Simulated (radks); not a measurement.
Results of a calculation; reference values are marked as such.
Se IV, configuration [Ar] 3d10 4s1.5 4p1 4d0.5 (fractional occupations, a model configuration). Level of theory: Dirac Kohn-Sham, PBE, spin-unpolarised, spherical densities, point nucleus; open shells fill j = l - 1/2 first (a radial shooting solver on a logarithmic mesh with Libxc functionals).

Normalised radial functions P(r) = r R(r) (large component), r in bohr:

r           3p3/2   3d3/2   3d5/2
0.001936   0.0017  0.0000  0.0000
0.002236   0.0022  0.0000  0.0000
0.002562   0.0029  0.0000  0.0000
0.002935   0.0038  0.0000  0.0000
0.003362   0.0049  0.0000  0.0000
0.003883   0.0065  0.0000  0.0000
0.004449   0.0084  0.0001  0.0001
0.005097   0.0109  0.0001  0.0001
0.005839   0.0141  0.0001  0.0001
0.006744   0.0185  0.0002  0.0002
0.007726   0.0238  0.0003  0.0003
0.008852   0.0306  0.0004  0.0004
0.01014    0.0392  0.0007  0.0006
0.01171    0.0507  0.0010  0.0009
0.01342    0.0645  0.0014  0.0013
0.01537    0.0818  0.0021  0.0019
0.01761    0.1031  0.0030  0.0027
0.02034    0.1310  0.0044  0.0041
0.0233     0.1632  0.0064  0.0060
0.0267     0.2017  0.0092  0.0086
0.03059    0.2473  0.0131  0.0124
0.03505    0.3002  0.0187  0.0178
0.04047    0.3640  0.0270  0.0259
0.04637    0.4308  0.0380  0.0366
0.05312    0.5021  0.0531  0.0513
0.06086    0.5747  0.0735  0.0712
0.07029    0.6476  0.1025  0.0997
0.08053    0.7059  0.1389  0.1355
0.09226    0.7454  0.1859  0.1817
0.1057     0.7560  0.2454  0.2404
0.1221     0.7240  0.3236  0.3177
0.1399     0.6426  0.4129  0.4062
0.1602     0.5040  0.5170  0.5094
0.1836     0.3058  0.6339  0.6257
0.212      0.0366  0.7674  0.7587
0.2429    -0.2594  0.8961  0.8873
0.2783    -0.5730  1.0187  1.0102
0.3188    -0.8747  1.1256  1.1179
0.3682    -1.1450  1.2100  1.2035
0.4218    -1.3226  1.2523  1.2475
0.4833    -1.4042  1.2518  1.2489
0.5537    -1.3841  1.2069  1.2060
0.6344    -1.2726  1.1209  1.1220
0.7326    -1.0809  0.9935  0.9965
0.8394    -0.8626  0.8499  0.8542
0.9616    -0.6401  0.6959  0.7010
1.102     -0.4395  0.5433  0.5486
1.272     -0.2692  0.3948  0.3998
1.458     -0.1539  0.2749  0.2792
1.67      -0.0792  0.1790  0.1824
1.913     -0.0362  0.1078  0.1103
2.21      -0.0136  0.0571  0.0587
2.532     -0.0046  0.0281  0.0290
2.9       -0.0013  0.0123  0.0127
3.323     -0.0003  0.0047  0.0049
3.838     -0.0001  0.0014  0.0015
4.397     0.0000  0.0004  0.0004
5.037     0.0000  0.0001  0.0001
5.771     0.0000  0.0000  0.0000
6.665     0.0000  0.0000  0.0000
7.636     0.0000  0.0000  0.0000
8.748     0.0000  0.0000  0.0000

3p3/2: eigenvalue -189.85 eV, 1 radial node at r = 0.216 bohr, <r> = 0.592 bohr, 90 % of the charge inside 0.906 bohr. 3d3/2: eigenvalue -92.317 eV, 0 radial nodes, <r> = 0.623 bohr, 90 % of the charge inside 1.03 bohr. 3d5/2: eigenvalue -91.415 eV, 0 radial nodes, <r> = 0.627 bohr, 90 % of the charge inside 1.04 bohr.
